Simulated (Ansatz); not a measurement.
Program: Ansatz. Geometries: PBE0-D4/def2-TZVP. ΔE: electronic, gas phase. CBS: MP2 limit from def2 TZ/QZ plus the TZ coupled-cluster correction, frozen cores. This one scheme is used for every species. Functionals use def2-TZVPP. One conformer a species, not always the lowest.

`C[SiH](N)[AlH2]` + silanol → `C[SiH](N)O[SiH3]` + `[AlH3]`  (cleavage of the Si–Al bond)

`C[SiH](N)[AlH2]`:

```xyz
12

C    -0.157    1.565    0.738
Si    0.493   -0.113    0.176
N    -0.013   -1.460    1.139
Al   -0.117   -0.635   -2.153
H    -1.247    1.617    0.678
H     0.133    1.764    1.774
H     0.255    2.366    0.116
H     1.981   -0.038    0.315
H    -0.906   -1.894    0.973
H     0.251   -1.536    2.108
H     0.577    0.079   -3.396
H    -1.249   -1.714   -2.468
```

`O[SiH3]`:

Cartesian coordinates in Å:
```
O -0.712 0.753 0.755
Si 0.187 -0.096 -0.335
H -0.852 0.364 1.618
H 1.569 -0.339 0.164
H 0.233 0.735 -1.559
H -0.426 -1.417 -0.643
```

`C[SiH](N)O[SiH3]`:

```xyz
14

C     1.159    1.847    0.066
Si   -0.015    0.573   -0.593
N     0.845   -0.620   -1.463
O    -0.854   -0.012    0.702
Si   -1.464   -1.427    1.239
H     1.664    2.372   -0.747
H     0.628    2.579    0.678
H     1.922    1.380    0.697
H    -1.015    1.131   -1.539
H     0.402   -1.199   -2.156
H     1.704   -1.024   -1.129
H    -2.229   -2.124    0.167
H    -0.376   -2.332    1.700
H    -2.372   -1.143    2.378
```

`[AlH3]`:

```xyz
4

Al    0.000    0.000    0.000
H    -1.494   -0.425   -0.320
H     0.760    1.009   -0.959
H     0.734   -0.584    1.279
```

```
           species  PBE energy (Eh)
 `C[SiH](N)[AlH2]`       -629.23822
         `O[SiH3]`       -366.95617
`C[SiH](N)O[SiH3]`       -752.18715
          `[AlH3]`       -244.05104
```

Problem. Work out ΔE.

Solution. ΔE = (-752.18715) + (-244.05104) − (-629.23822) − (-366.95617) = -0.04380 Eh = -115.0 kJ/mol. CCSD(T)/CBS gives -144.6 kJ/mol.

Largest T1 diagnostic among the species: 0.011.

From PBE to PBE0 (25 % exact exchange), in def2-TZVPP and without D4, ΔE moves by −10.0 kJ/mol. In def2-TZVPP, CCSD(T) changes the Hartree–Fock value by +22.5 kJ/mol (the triples alone add +2.9 kJ/mol) and MP2 by +15.3 kJ/mol. The D4 term adds −5.8 kJ/mol with B3LYP and −3.3 kJ/mol with PBE0; it sums over pairs of atoms, weighted by their polarisabilities, and B3LYP, whose exchange is more repulsive, gets the larger term.

B3LYP here is the variant with VWN-RPA as its local correlation; programs differ in this.
